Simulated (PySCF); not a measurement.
## Checking a proposed structure

A compound C6H6FN gives the data below (simulated from a calculation) and was assigned the structure `Nc1ccccc1F`.

13C{1H} NMR (computed): δ 165.3 (C), 150.1 (C), 122.4 (CH, 2C), 119.5 (CH, 2C).

1H NMR (300 MHz, computed): δ 7.04 (m, 2H), 6.67 (m, 2H), 3.25 (br s, 2H).

[PySCF 2.14: B97-2/pcSseg-2 with gauge-including orbitals; PBE0-D3(BJ)/def2-TZVP geometry; one averaged value for each set of equivalent atoms; non-relativistic Hamiltonian; one computed conformer; gas phase]

References, each an isolated molecule treated in the same way: 1H (σ = 31.64 ppm) and 13C (σ = 185.38 ppm) vs TMS.

Problem. Compare with the shifts computed for the proposed structure, pairing carbons in order of shift.

Solution. Numbering as in the mapped SMILES `[NH2:1][c:2]1[cH:3][cH:4][cH:5][cH:6][c:7]1[F:8]` (H(Xn): hydrogen on atom n).

| atom | computed for proposal | given list | difference |
| --- | --- | --- | --- |
| C7 | 160.3 | 165.3 | -5.0 |
| C2 | 142.5 | 150.1 | -7.6 |
| C4 | 130.7 | 122.4 | +8.3 |
| C5 | 123.2 | 122.4 | +0.8 |
| C6 | 121.4 | 119.5 | +1.9 |
| C3 | 120.6 | 119.5 | +1.1 |

The rms difference is 5.1 ppm and the largest +8.3 ppm at C4 (aromatic CH). The proposal also would give 6 carbon signals, not 4. The proposal doesn't fit.

Problem. Which isomer fits?

Solution. 4-amino-1-fluorobenzene.

- Carbon types of the structure: 2 × C, 4 × CH, leaving 2 H on heteroatoms.
- δC 165.3: aromatic carbon bearing fluorine; σ withdrawal by the attached heteroatom moves it downfield of the ring CH carbons.
- δC 150.1: aromatic carbon bearing nitrogen; the electronegative substituent deshields the carbon that carries it.
- δC 122.4, 119.5: aromatic CH.
- δH 3.25: hydrogen on an aniline-type nitrogen; exchangeable, gas-phase position.

The data come from this structure; uniqueness wasn't tested.

OH/NH shifts are gas-phase values; hydrogen bonding in solution moves them, usually downfield. Splittings by 19F in the carbon and heteronuclear signals aren't shown, as no couplings were computed. Shifts are as computed. Against solution values, carbons near 30 ppm lie about +3 ppm off and those near 130 ppm about +7 ppm. Of 1211 compounds with measured shifts, 218 miss one by over three times the rms of a fit or turn the order of signals round; such compounds aren't used in these exercises. Multiplicities follow the n + 1 count of equivalent neighbours, as no J values were calculated; m marks all less simple cases, F and P coupling included.
